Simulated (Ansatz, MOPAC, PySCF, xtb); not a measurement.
Diatomic AuF, closed-shell singlet (lowest of 2S+1 = 1, 3 at CCSD(T)/def2-TZVPP on PBE0 minima; our sources give no spin for the ground state, which may be another). No spin–orbit coupling.

Constants: fifth-degree fit in 1/R to seven points, most abundant isotopes. In def2 and cc sets the state is the lowest found near the PBE0 minimum, followed along R. The singlet is held restricted. HF and MP2 rows in def2 and cc sets belong to the determinant that coupled cluster picked by its CCSD energy.

Programs: Ansatz (an electronic-structure program) with Gaussian orbitals; MOPAC for PM6 (differences of heats of formation); PySCF for LANL2DZ rows; xtb for the GFN methods. Each number belongs to the level named beside it. In def2 rows elements past Kr take small-core potentials, without spin–orbit coupling.

```json
[
 {"level": "PM6", "r_e (Å)": "1.920", "ω_e (cm⁻¹)": "614", "ω_e x_e (cm⁻¹)": "4.2", "α_e (cm⁻¹)": "0.0020", "dipole (D)": "-"},
 {"level": "GFN1-xTB", "r_e (Å)": "1.888", "ω_e (cm⁻¹)": "495", "ω_e x_e (cm⁻¹)": "2.2", "α_e (cm⁻¹)": "0.0020", "dipole (D)": "-"},
 {"level": "GFN2-xTB", "r_e (Å)": "1.935", "ω_e (cm⁻¹)": "417", "ω_e x_e (cm⁻¹)": "2.2", "α_e (cm⁻¹)": "0.0021", "dipole (D)": "-"},
 {"level": "HF/def2-TZVPP", "r_e (Å)": "1.974", "ω_e (cm⁻¹)": "527", "ω_e x_e (cm⁻¹)": "2.4", "α_e (cm⁻¹)": "0.0016", "dipole (D)": "-"},
 {"level": "HF/def2-QZVPP", "r_e (Å)": "1.975", "ω_e (cm⁻¹)": "522", "ω_e x_e (cm⁻¹)": "2.5", "α_e (cm⁻¹)": "0.0017", "dipole (D)": "-"},
 {"level": "SVWN5/def2-TZVPP", "r_e (Å)": "1.897", "ω_e (cm⁻¹)": "582", "ω_e x_e (cm⁻¹)": "3.2", "α_e (cm⁻¹)": "0.0020", "dipole (D)": "3.51"},
 {"level": "PBE/def2-TZVPP", "r_e (Å)": "1.944", "ω_e (cm⁻¹)": "526", "ω_e x_e (cm⁻¹)": "3.0", "α_e (cm⁻¹)": "0.0020", "dipole (D)": "3.69"},
 {"level": "BP86/LANL2DZ", "r_e (Å)": "1.991", "ω_e (cm⁻¹)": "504", "ω_e x_e (cm⁻¹)": "3.3", "α_e (cm⁻¹)": "0.0020", "dipole (D)": "3.87"},
 {"level": "r2SCAN/def2-TZVPP", "r_e (Å)": "1.923", "ω_e (cm⁻¹)": "557", "ω_e x_e (cm⁻¹)": "3.1", "α_e (cm⁻¹)": "0.0019", "dipole (D)": "3.87"},
 {"level": "B97M-V/def2-TZVPP", "r_e (Å)": "1.943", "ω_e (cm⁻¹)": "532", "ω_e x_e (cm⁻¹)": "3.0", "α_e (cm⁻¹)": "0.0019", "dipole (D)": "4.07"},
 {"level": "B3LYP/LANL2DZ", "r_e (Å)": "1.993", "ω_e (cm⁻¹)": "509", "ω_e x_e (cm⁻¹)": "3.0", "α_e (cm⁻¹)": "0.0019", "dipole (D)": "4.44"},
 {"level": "B3LYP/def2-TZVPP", "r_e (Å)": "1.950", "ω_e (cm⁻¹)": "530", "ω_e x_e (cm⁻¹)": "2.8", "α_e (cm⁻¹)": "0.0019", "dipole (D)": "4.21"},
 {"level": "PBE0/def2-TZVPP", "r_e (Å)": "1.933", "ω_e (cm⁻¹)": "547", "ω_e x_e (cm⁻¹)": "2.8", "α_e (cm⁻¹)": "0.0019", "dipole (D)": "4.28"},
 {"level": "BHLYP/def2-TZVPP", "r_e (Å)": "1.945", "ω_e (cm⁻¹)": "547", "ω_e x_e (cm⁻¹)": "2.6", "α_e (cm⁻¹)": "0.0017", "dipole (D)": "4.88"},
 {"level": "CAM-B3LYP/def2-TZVPP", "r_e (Å)": "1.939", "ω_e (cm⁻¹)": "551", "ω_e x_e (cm⁻¹)": "2.6", "α_e (cm⁻¹)": "0.0018", "dipole (D)": "4.50"},
 {"level": "wB97X-V/def2-TZVPP", "r_e (Å)": "1.943", "ω_e (cm⁻¹)": "550", "ω_e x_e (cm⁻¹)": "2.5", "α_e (cm⁻¹)": "0.0017", "dipole (D)": "4.67"},
 {"level": "wB97M-V/def2-TZVPP", "r_e (Å)": "1.949", "ω_e (cm⁻¹)": "543", "ω_e x_e (cm⁻¹)": "2.4", "α_e (cm⁻¹)": "0.0017", "dipole (D)": "4.68"},
 {"level": "B2PLYP/def2-TZVPP", "r_e (Å)": "1.941", "ω_e (cm⁻¹)": "544", "ω_e x_e (cm⁻¹)": "2.8", "α_e (cm⁻¹)": "0.0018", "dipole (D)": "-"},
 {"level": "MP2/def2-TZVPP", "r_e (Å)": "1.907", "ω_e (cm⁻¹)": "590", "ω_e x_e (cm⁻¹)": "2.6", "α_e (cm⁻¹)": "0.0017", "dipole (D)": "-"},
 {"level": "MP2/def2-QZVPP", "r_e (Å)": "1.900", "ω_e (cm⁻¹)": "593", "ω_e x_e (cm⁻¹)": "2.8", "α_e (cm⁻¹)": "0.0018", "dipole (D)": "-"},
 {"level": "MP2/CBS(def2-TZVPP, def2-QZVPP)", "r_e (Å)": "1.894", "ω_e (cm⁻¹)": "598", "ω_e x_e (cm⁻¹)": "2.9", "α_e (cm⁻¹)": "0.0019", "dipole (D)": "-"},
 {"level": "SCS-MP2/def2-TZVPP", "r_e (Å)": "1.919", "ω_e (cm⁻¹)": "576", "ω_e x_e (cm⁻¹)": "2.6", "α_e (cm⁻¹)": "0.0017", "dipole (D)": "-"},
 {"level": "SCS-MP2/def2-QZVPP", "r_e (Å)": "1.912", "ω_e (cm⁻¹)": "578", "ω_e x_e (cm⁻¹)": "2.7", "α_e (cm⁻¹)": "0.0018", "dipole (D)": "-"},
 {"level": "CCSD/def2-TZVPP", "r_e (Å)": "1.934", "ω_e (cm⁻¹)": "565", "ω_e x_e (cm⁻¹)": "2.7", "α_e (cm⁻¹)": "0.0017", "dipole (D)": "-"},
 {"level": "CCSD/def2-QZVPP", "r_e (Å)": "1.926", "ω_e (cm⁻¹)": "568", "ω_e x_e (cm⁻¹)": "2.8", "α_e (cm⁻¹)": "0.0018", "dipole (D)": "-"},
 {"level": "CCSD(T)/def2-TZVPP", "r_e (Å)": "1.935", "ω_e (cm⁻¹)": "558", "ω_e x_e (cm⁻¹)": "2.9", "α_e (cm⁻¹)": "0.0018", "dipole (D)": "-"},
 {"level": "CCSD(T)/def2-QZVPP", "r_e (Å)": "1.926", "ω_e (cm⁻¹)": "564", "ω_e x_e (cm⁻¹)": "3.0", "α_e (cm⁻¹)": "0.0019", "dipole (D)": "-"},
 {"level": "CCSD(T)/CBS(def2-TZVPP, def2-QZVPP)", "r_e (Å)": "1.920", "ω_e (cm⁻¹)": "571", "ω_e x_e (cm⁻¹)": "3.0", "α_e (cm⁻¹)": "0.0019", "dipole (D)": "-"}
]
```

Correlated levels freeze the inner cores; with def2 sets outer-core shells near the valence are correlated too. CBS: X⁻³ extrapolation of the correlation energy, Hartree–Fock from the larger set. Rows in LANL2DZ carry no dispersion term and start afresh at each structure. LANL2DZ brings its own core potentials from Na on. The state that PM6 reach isn't checked.
